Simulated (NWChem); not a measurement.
# NiClF, triplet; SMILES [Cl][Ni][F]

This spin state was assumed; another may lie lower.

Give the equilibrium geometry at PBE0/def2-SVP, spin-unrestricted (NWChem) as a Z-matrix, with the point group.

point group C*v; any orientation.
```
Ni
F 1 1.7123
Cl 1 2.0680 2 179.66
```
